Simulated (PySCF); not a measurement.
PySCF input (HF/def2-TZVPD):

```python
from pyscf import gto, scf, dft

mol = gto.M(
    atom='''
    Ge   -0.01104719   -0.02428911    0.76784213
    Br    1.09411213   -1.62548576   -0.38711500
    Br   -1.08401184    1.64769295   -0.31491209
    ''',
    basis='def2-tzvpd',
    charge=1,
    spin=1,
    verbose=4,
)

mf = scf.UHF(mol).density_fit(auxbasis='def2-universal-jkfit')
mf.conv_tol = 1e-9
mf.max_cycle = 100
mf.max_memory = 1500
mf.kernel()
if not mf.converged:
    mf = mf.newton()
    mf.kernel(mf.make_rdm1())
for _ in range(2):
    mo, _, stable, _ = mf.stability(return_status=True)
    if stable:
        break
    mf.kernel(mf.make_rdm1(mo, mf.mo_occ))
mf.analyze()
```

Output:

```
PySCF version 2.14.0

[INPUT] verbose = 4
[INPUT] num. atoms = 3
[INPUT] num. electrons = 101
[INPUT] charge = 1
[INPUT] spin (= nelec alpha-beta = 2S) = 1
[INPUT] symmetry False subgroup None
[INPUT] Mole.unit = angstrom
[INPUT] Symbol           X                Y                Z      unit          X                Y                Z       unit  Magmom
[INPUT]  1 Ge    -0.011047190000  -0.024289110000   0.767842130000 AA   -0.020876163546  -0.045899765709   1.451011332603 Bohr   0.0
[INPUT]  2 Br     1.094112130000  -1.625485760000  -0.387115000000 AA    2.067572275265  -3.071722905780  -0.731541328711 Bohr   0.0
[INPUT]  3 Br    -1.084011840000   1.647692950000  -0.314912090000 AA   -2.048485493386   3.113688412877  -0.595097603414 Bohr   0.0

nuclear repulsion = 688.752832004448
number of shells = 56
number of NR pGTOs = 330
number of NR cGTOs = 168
basis = def2-tzvpd
ecp = {}

******** <class 'pyscf.df.df_jk.DFUHF'> ********
method = DFUHF
initial guess = minao
damping factor = 0
level_shift factor = 0
DIIS = <class 'pyscf.scf.diis.CDIIS'>
diis_start_cycle = 1
diis_space = 8
diis_damp = 0
SCF conv_tol = 1e-09
SCF conv_tol_grad = None
SCF max_cycles = 100
direct_scf = False
number electrons alpha = 51  beta = 50
Set gradient conv threshold to 3.16228e-05
******** <class 'pyscf.df.df.DF'> ********
auxbasis = def2-universal-jkfit
init E= -7217.70813438974
  alpha nocc = 51  HOMO = -0.227149346308844  LUMO = -0.0355843202263113
  beta  nocc = 50  HOMO = -0.394328352377984  LUMO = -0.227149346308844

WARN: HOMO -0.227149346308844 >= LUMO -0.227149346308844

cycle= 1 E= -7219.84526582248  delta_E= -2.14  |g|= 0.442  |ddm|= 1.39
  alpha nocc = 51  HOMO = -0.639099247783534  LUMO = -0.294264855191042
  beta  nocc = 50  HOMO = -0.644790558065779  LUMO = -0.38390528913143
  HOMO = -0.639099247784  LUMO = -0.383905289131  gap/eV = 6.94418
cycle= 2 E= -7219.92559517732  delta_E= -0.0803  |g|= 0.348  |ddm|= 0.785
  alpha nocc = 51  HOMO = -0.61146393030563  LUMO = -0.216174680024542
  beta  nocc = 50  HOMO = -0.640249570713456  LUMO = -0.312313377012584
  HOMO = -0.611463930306  LUMO = -0.312313377013  gap/eV = 8.14030
cycle= 3 E= -7219.9679723691  delta_E= -0.0424  |g|= 0.0498  |ddm|= 0.267
  alpha nocc = 51  HOMO = -0.605803323844809  LUMO = -0.199934801727533
  beta  nocc = 50  HOMO = -0.631553756661287  LUMO = -0.286947726274096
  HOMO = -0.605803323845  LUMO = -0.286947726274  gap/eV = 8.67650
cycle= 4 E= -7219.97022852074  delta_E= -0.00226  |g|= 0.0229  |ddm|= 0.0912
  alpha nocc = 51  HOMO = -0.609403223144207  LUMO = -0.197803447654032
  beta  nocc = 50  HOMO = -0.631891298341711  LUMO = -0.278566999419988
  HOMO = -0.609403223144  LUMO = -0.27856699942  gap/eV = 9.00251
[...]
  beta  nocc = 50  HOMO = -0.633758501751168  LUMO = -0.275788185318623
  HOMO = -0.612871234036  LUMO = -0.275788185319  gap/eV = 9.17250
Extra cycle  E= -7219.97122500092  delta_E= -9.82e-11  |g|= 3.36e-06  |ddm|= 9.83e-06
converged SCF energy = -7219.97122500092  <S^2> = 0.78067732  2S+1 = 2.0304456
uhf_internal: lowest eigs of H = [0.17697265 0.18160014 0.19541979]
<class 'pyscf.df.df_jk.DFUHF'> wavefunction is stable in the internal stability analysis
**** SCF Summaries ****
Total Energy =                       -7219.971225000924278
Nuclear Repulsion Energy =             688.752832004448464
One-electron Energy =               -11411.650321547609565
Two-electron Energy =                 3502.926264542236368
Two-electron Coulomb Energy =         3759.568063094623994
DFT Exchange-Correlation Energy =     -256.641798552387627
HOMO-LUMO gap [eV] =                     9.172496959457876
**** MO energy ****
                             alpha | beta                alpha | beta
MO #1   energy= -490.261031846433  | -490.259718282463  occ= 1 | 1
MO #2   energy= -490.26103163922   | -490.259718072872  occ= 1 | 1
MO #3   energy= -405.576465594831  | -405.574275328028  occ= 1 | 1
MO #4   energy= -65.4020336367567  | -65.4013637323441  occ= 1 | 1
MO #5   energy= -65.4020333000934  | -65.4013632965265  occ= 1 | 1
MO #6   energy= -58.7585521423863  | -58.7556541275273  occ= 1 | 1
MO #7   energy= -58.7585519959206  | -58.7556498759914  occ= 1 | 1
MO #8   energy= -58.7557239106033  | -58.7553603113775  occ= 1 | 1
MO #9   energy= -58.7557212566352  | -58.7553576525631  occ= 1 | 1
MO #10  energy= -58.7555841723401  | -58.7544582479311  occ= 1 | 1
MO #11  energy= -58.7555841493986  | -58.754454111979   occ= 1 | 1
MO #12  energy= -52.4799806071527  | -52.4779543207528  occ= 1 | 1
MO #13  energy= -46.5674464976167  | -46.5669876333682  occ= 1 | 1
MO #14  energy= -46.5672306342554  | -46.5646964622966  occ= 1 | 1
MO #15  energy= -46.565155047226   | -46.5642461741506  occ= 1 | 1
MO #16  energy= -10.0750972301322  | -10.0726275436417  occ= 1 | 1
MO #17  energy= -10.0750943595445  | -10.0726224456596  occ= 1 | 1
MO #18  energy= -7.68934294954314  | -7.68146270603234  occ= 1 | 1
MO #19  energy= -7.68934264183136  | -7.68146152079494  occ= 1 | 1
MO #20  energy= -7.67937696883389  | -7.67886994708682  occ= 1 | 1
MO #21  energy= -7.67937668087116  | -7.67886948908734  occ= 1 | 1
MO #22  energy= -7.67889893793302  | -7.67710318556756  occ= 1 | 1
MO #23  energy= -7.67889888338578  | -7.67710315160984  occ= 1 | 1
MO #24  energy= -7.52339896738124  | -7.5173031921757   occ= 1 | 1
MO #25  energy= -5.49765836362941  | -5.4949087660263   occ= 1 | 1
MO #26  energy= -5.49697643900243  | -5.49168583080816  occ= 1 | 1
MO #27  energy= -5.49022024334582  | -5.48702543783254  occ= 1 | 1
MO #28  energy= -3.42891082275838  | -3.42600885009806  occ= 1 | 1
MO #29  energy= -3.42890861813558  | -3.42598627712582  occ= 1 | 1
MO #30  energy= -3.42600041109538  | -3.42369597414025  occ= 1 | 1
MO #31  energy= -3.42599225842569  | -3.42367820065485  occ= 1 | 1
MO #32  energy= -3.42526898648278  | -3.42268363861826  occ= 1 | 1
MO #33  energy= -3.42526477425252  | -3.42266938041247  occ= 1 | 1
MO #34  energy= -3.41696335921748  | -3.41666652683782  occ= 1 | 1
MO #35  energy= -3.41695646976994  | -3.41666020300426  occ= 1 | 1
MO #36  energy= -3.41694596683769  | -3.41662948628738  occ= 1 | 1
MO #37  energy= -3.41693979792076  | -3.41662355791483  occ= 1 | 1
MO #38  energy= -1.97167145208767  | -1.96896320769451  occ= 1 | 1
MO #39  energy= -1.97018829979118  | -1.96706843383303  occ= 1 | 1
MO #40  energy= -1.96734236924521  | -1.96660699726348  occ= 1 | 1
MO #41  energy= -1.96508270024975  | -1.96286483659585  occ= 1 | 1
MO #42  energy= -1.96408961564931  | -1.96085848476692  occ= 1 | 1
MO #43  energy= -1.26550150306312  | -1.23970913764478  occ= 1 | 1
MO #44  energy= -1.24215652773982  | -1.21557874657087  occ= 1 | 1
MO #45  energy= -0.903263438809105 | -0.849355811385749 occ= 1 | 1
MO #46  energy= -0.742518343999523 | -0.690450220517304 occ= 1 | 1
MO #47  energy= -0.688416131223955 | -0.665865241181823 occ= 1 | 1
MO #48  energy= -0.670349287262306 | -0.662127814226618 occ= 1 | 1
MO #49  energy= -0.643266364430539 | -0.639784904471026 occ= 1 | 1
MO #50  energy= -0.640495425654465 | -0.633758501751168 occ= 1 | 1
MO #51  energy= -0.612871234036399 | -0.275788185318623 occ= 1 | 0
MO #52  energy= -0.224687791074395 | -0.199134454946758 occ= 0 | 0
MO #53  energy= -0.132422216044608 | -0.114618742545989 occ= 0 | 0
MO #54  energy= -0.0937896274855063 | -0.0719513680416338 occ= 0 | 0
MO #55  energy= -0.0770152441781704 | -0.0711026079856   occ= 0 | 0
MO #56  energy= -0.0532221263387598 | -0.0526149356224775 occ= 0 | 0
MO #57  energy= -0.0526019516737153 | -0.0496194582127986 occ= 0 | 0
MO #58  energy= -0.0394018428034392 | -0.0357524168261667 occ= 0 | 0
MO #59  energy= -0.0372166947922441 | -0.0308988609112996 occ= 0 | 0
MO #60  energy= -0.0301296663253705 | -0.0261734888571444 occ= 0 | 0
MO #61  energy= -0.0263403565252944 | -0.0247425489131378 occ= 0 | 0
MO #62  energy= -0.0160578816148167 | -0.0129469174961141 occ= 0 | 0
MO #63  energy= -0.00110899474014303 | 0.00113522206823546 occ= 0 | 0
MO #64  energy= 0.0273454526625125 | 0.028991758770952  occ= 0 | 0
MO #65  energy= 0.0294034720991334 | 0.0352024980367216 occ= 0 | 0
MO #66  energy= 0.0359180644512416 | 0.0409457140511769 occ= 0 | 0
MO #67  energy= 0.0660621875843601 | 0.0682729822255919 occ= 0 | 0
MO #68  energy= 0.0808049389308159 | 0.0813681498770924 occ= 0 | 0
MO #69  energy= 0.082718146435147  | 0.0977308802635486 occ= 0 | 0
MO #70  energy= 0.0994965439101498 | 0.107601995423064  occ= 0 | 0
MO #71  energy= 0.106842030573319  | 0.11530395641229   occ= 0 | 0
MO #72  energy= 0.111609671323754  | 0.115697562723832  occ= 0 | 0
MO #73  energy= 0.115375942555444  | 0.119520246453659  occ= 0 | 0
MO #74  energy= 0.118956746834197  | 0.122284374842142  occ= 0 | 0
MO #75  energy= 0.131032411562222  | 0.134530549954806  occ= 0 | 0
MO #76  energy= 0.137542796497817  | 0.140447502150284  occ= 0 | 0
MO #77  energy= 0.154739250677494  | 0.160839054816324  occ= 0 | 0
MO #78  energy= 0.161844442380286  | 0.169742118711067  occ= 0 | 0
MO #79  energy= 0.220647433107822  | 0.229517204036462  occ= 0 | 0
MO #80  energy= 0.224625611699258  | 0.231106410080428  occ= 0 | 0
MO #81  energy= 0.257120464829435  | 0.2578897172588    occ= 0 | 0
MO #82  energy= 0.261350667142714  | 0.272437727528636  occ= 0 | 0
MO #83  energy= 0.283042795012617  | 0.291051779068039  occ= 0 | 0
MO #84  energy= 0.295740751449579  | 0.297206669070111  occ= 0 | 0
MO #85  energy= 0.317179403016336  | 0.323276246460855  occ= 0 | 0
MO #86  energy= 0.354959073417444  | 0.361836740927989  occ= 0 | 0
MO #87  energy= 0.378559214203547  | 0.380521607799325  occ= 0 | 0
MO #88  energy= 0.379899934741519  | 0.384939683766023  occ= 0 | 0
MO #89  energy= 0.390181343530211  | 0.394048346245013  occ= 0 | 0
MO #90  energy= 0.402658612310727  | 0.418355197134122  occ= 0 | 0
MO #91  energy= 0.417381687436016  | 0.424098200497757  occ= 0 | 0
MO #92  energy= 0.423909961582884  | 0.427948819414042  occ= 0 | 0
MO #93  energy= 0.426139454964355  | 0.439059607976419  occ= 0 | 0
MO #94  energy= 0.432374806978247  | 0.443458093636458  occ= 0 | 0
MO #95  energy= 0.465535419614932  | 0.480119235613044  occ= 0 | 0
MO #96  energy= 0.47400626401237   | 0.481335556411299  occ= 0 | 0
MO #97  energy= 0.488865316389413  | 0.498015297025863  occ= 0 | 0
MO #98  energy= 0.510245859664391  | 0.520701915827344  occ= 0 | 0
MO #99  energy= 0.517175642308621  | 0.528836632231069  occ= 0 | 0
MO #100 energy= 0.519679785985159  | 0.533650884990889  occ= 0 | 0
MO #101 energy= 0.575278080258117  | 0.586736934151688  occ= 0 | 0
MO #102 energy= 0.59938223692834   | 0.615296079278472  occ= 0 | 0
MO #103 energy= 0.62971271666406   | 0.642463096034058  occ= 0 | 0
MO #104 energy= 0.937050658963232  | 0.937082341258371  occ= 0 | 0
[...]
```
